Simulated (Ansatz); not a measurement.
`C=C[Si](O)(O)O` + `OC[SeH]` → `C=C[Se]CO` + `O[SiH](O)O`  (substitution at a C–Si bond)

Isolated molecules relaxed with PBE0-D4/def2-TZVP in Ansatz; ΔE leaves out vibrations. CCSD(T)/CBS adds triple-zeta CCSD(T) − MP2 to the extrapolated MP2 energy (def2 sets, frozen cores). Functionals use def2-TZVPP. B3LYP here is the variant with VWN-RPA as its local correlation; programs differ in this. HSE06 is defined as in plane-wave codes. For Se outer-core shells are correlated without core-valence functions, which leaves a few kJ/mol of doubt a bond. Scalar relativity is left out up to krypton. One conformer a species, not always the lowest.

```tsv
level	ΔE (kJ/mol)	difference from CCSD(T)/CBS
revPBE-D4	33.0	-3.5
B97M-V	39.4	2.9
HSE06-D4	36.8	0.3
ωB97X-V	38.9	2.4
ωB97M-V	41.1	4.6
B2PLYP	34.8	-1.7
PBE-QIDH	36.0	-0.5
B3LYP	36.0	-0.5
CAM-B3LYP	39.5	3.0
RPA@PBE/def2-TZVPP	35.8	-0.7
MP2/def2-SVP	40.0	3.5
CCSD/def2-SVP	46.2	9.7
CCSD(T)/def2-SVP	43.9	7.4
MP2/def2-TZVPP	30.0	-6.5
HF/def2-QZVPP	45.1	8.6
SCS-MP2/def2-QZVPP	31.4	-5.1
CCSD(T)/CBS	36.5	0
```

Largest T1 diagnostic among the species: 0.012.

In def2-TZVPP, CCSD(T) changes the Hartree–Fock value by −9.0 kJ/mol (the triples alone add −2.4 kJ/mol) and MP2 by −15.5 kJ/mol. From r2SCAN to r2SCAN0 (25 % exact exchange), in def2-TZVPP and without D4, ΔE moves by +3.2 kJ/mol.
